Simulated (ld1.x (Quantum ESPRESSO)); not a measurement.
**What the settings do to the TM potential of silver**

Base potential:

```json
{"Element": "silver", "Generator": "ld1.x (Quantum ESPRESSO) 7.5", "Type": "norm-conserving Troullier–Martins (Kleinman–Bylander form)", "Functional": "PBE", "Relativity": "scalar-relativistic", "Frozen core": "[Ar] 3d10", "Valence charge": "19", "Reference configuration": "4s2 4p6 4d9.5 5s0 5p0 (charge +1.5)", "Partial waves": "4s (bound): rc 0.85 bohr; 4p (bound): rc 1.15 bohr; 4d (bound): rc 1.60 bohr", "Local potential": "the d channel", "Core correction": "a·sin(br)/r model core inside 0.80 bohr"}
```

All-electron outer shells of the reference configuration (PBE, scalar-relativistic, ld1.x):

```
shell  level (eV)  outermost node (bohr)  outermost maximum (bohr)
   3d     -373.63                      –                      0.27
   4s     -110.19                   0.44                      0.82
   4p      -73.66                   0.44                      0.87
   4d      -22.04                   0.43                      1.03
   5s      -15.88                   1.10                      2.28
   5p      -10.13                   1.23                      2.86
```

Cutoffs, loose and tight: the cutoffs (Ry, on a coarse ladder) from which the occupation-weighted sum of valence levels, in a spherical-Bessel basis at the reference potential, stays within 10 and 1 mRy of its value at 400 Ry. They do not see the model core or the augmentation charge, which bear on the density cutoff. Test errors are all-electron minus pseudo excitation energies from the reference, over the configurations 4s2 4p6 4d10 5s1 5p0; 4s2 4p6 4d10 5s0 5p0; 4s2 4p6 4d9 5s0 5p0; 4s2 4p6 4d9 5s1 5p1; 4s2 4p6 4d9 5s2 5p0; 4s2 4p6 4d9 5s1 5p0; 4s2 4p6 4d8 5s0 5p0. A dash means not determined; rows that change the core or the reference have their own tests.

On the changes marked as counting shells twice: ld1.x takes every shell without a wave as core, so the model core holds the marked electrons as well and exchange and correlation see them twice. This cancels in the reference configuration, but the file is broken for other ones, and its errors say nothing about a proper core correction.

| change | outcome | cutoff, loose | cutoff, tight | bound ghosts | largest test error (meV) |
| --- | --- | --- | --- | --- | --- |
| base | generated | 160 Ry | 260 Ry | none | -6.6 |
| wave 4p (bound): rc 1.15 bohr becomes 4p (bound): rc 0.88 bohr | generated | 180 Ry | 300 Ry | none | -6.8 |
| reference 4s2 4p6 4d9 5s2 5p0 (5s counted twice) | generated | 160 Ry | 260 Ry | none | -938 |
| wave 4d (bound): rc 1.60 bohr becomes 4d (bound): rc 2.22 bohr | generated | 160 Ry | 260 Ry | none | -93 |
| all radii but the core radius scaled by about 1.22 (s 1.04, p 1.40, d 1.94 bohr) | generated | 140 Ry | 230 Ry | none | -27 |
| core correction a·sin(br)/r model core inside 0.70 bohr | generated | 160 Ry | 260 Ry | none | -6.4 |

Question: What comes out with this change to the base: wave 4s (bound): rc 0.85 bohr becomes 4s (bound): rc 1.06 bohr?

Answer: outcome: generated; cutoff, loose: 140 Ry; cutoff, tight: 230 Ry; bound ghosts: none; largest test error (meV): +67.
